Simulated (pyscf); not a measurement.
PySCF, gas phase, ωB97X-D3(BJ)/def2-SVP geometries.

Question: How much does it cost (ΔH, 298 K, ωB97M-D3(BJ)/def2-TZVP) to split Cl–TiH(Cl)–SeH at its Se–Ti bond into [Cl–TiH–Cl]• + SeH•?

Answer: Se–Ti to [Cl–TiH–Cl]• + SeH•: 54.8 kcal/mol. The 7 functionals that were run give +49.9 (M06-2X) to +71.5 kcal/mol (PBE). The radicals are drawn with the spin at the cut bond; how far it spreads was not checked. Left out: the spin-orbit lowering of SeH, which is large for Br, Se, Te and I. Open-shell species with a d-block atom are single-reference here; other states, and whether the spin sits on metal or ligand, were not checked. Elements up to Kr have no core potential and no relativistic terms here.
